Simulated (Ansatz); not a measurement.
Ansatz (an electronic-structure program) input (B97M-V/def2-TZVPD):

Ansatz 0.2 input:
```yaml
crystal:
  periodic: [false, false, false]
  atoms:
    - {symbol: Bi, position_ang: [-0.25936826, -0.14047736, 0.35475257]}
    - {symbol: Cl, position_ang: [-0.27877501, 1.98066989, -0.88423080]}
    - {symbol: Cl, position_ang: [1.54510241, -1.29480986, -0.84779644]}
basis:
  gaussian:
    orbitals: def2-TZVPD
hamiltonian:
  xc: {name: B97M-V}
magnetization: {spin_polarized: true, initial_magnetization: 1}
output: {forces: true}
```

Output:

```
Functional definition: B97M-V
integrals: 0.09 GiB planned
933 factors; their error is unknown
mean field: 0.79 GiB planned
mean field evaluation 1: about -30880.1411 eV, gradient 1.8e1 eV
mean field evaluation 2: about -30868.5788 eV, gradient 4.7e1 eV
mean field evaluation 4: about -30882.3026 eV, gradient 1.6e0 eV
mean field evaluation 8: about -30882.3195 eV, gradient 3.9e-2 eV
mean field evaluation 16: about -30882.3098 eV, gradient 8.8e-5 eV
mean field -30882.30984031 eV, -1134.9039538500 hartree, gradient 1.2e-5 eV, S^2 0.752269; 0 other end points of the search recorded, 0 dependent functions left out
the calculation of the forces begins
reference -30882.30992533 eV, -1134.9039569743 hartree; 29, 28 occupied and 119, 120 virtual orbitals, 933 factors
Total energy: -30882.30992533 eV, -1134.9039569743 hartree
Atom 0 at    -0.259368    -0.140477     0.354753 Å, force     0.083147     0.045034    -0.113725 eV/Å
Atom 1 at    -0.278775     1.980670    -0.884231 Å, force     0.007256    -0.110209     0.057838 eV/Å
Atom 2 at     1.545102    -1.294810    -0.847796 Å, force    -0.090403     0.065176     0.055887 eV/Å
Dipole moment:    -0.442562    -0.239698     0.605318 e Å
```

It need not be the lowest isomer of its formula.
